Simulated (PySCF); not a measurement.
**NaGe: from constants to spectrum**

UHF-CCSD(T) constants of NaGe, ⁴Σ⁻ (quartet), unpaired electrons σ ↑, π ↑↑ (basis Na cc-pVDZ, Ge cc-pVDZ-PP with ECP10; scalar-relativistic core potentials; PySCF 2.14; masses 22.9898 and 73.9212 u):

| Item | Value |
| --- | --- |
| ωe | 209.9 cm⁻¹ |
| ωexe | 0.773 cm⁻¹ |
| Be | 0.12422 cm⁻¹ |
| αe | 0.000708 cm⁻¹ |
| De to Na + Ge | 1.24 eV |

**Question.** What force constant and bond length do these constants imply?

**Answer.** Reduced mass μred = 17.536 u; k = 5.8918×10⁻⁷·μred·ωe² (u, cm⁻¹, mdyn/Å) = 0.455 mdyn/Å; Re = √(16.8576/(μred·Be)) (u, cm⁻¹, Å) = 2.782 Å.

**Question.** Estimate the centrifugal constant D from the Kratzer relation and find the Dunham coefficient a1.

**Answer.** D = 4Be³/ωe² = 1.74e-07 cm⁻¹; a1 = −1 − αeωe/(6Be²) = -2.61.

Correlated steps freeze 5 core orbitals. Correlated levels converge slowly with the basis: in double zeta they bind strong bonds too weakly, by up to about 1 eV, and carry superposition errors of some tenths. Spin–orbit coupling is left out. The state is the lowest determinant that a PBE0 search found; another state may lie lower at other levels.
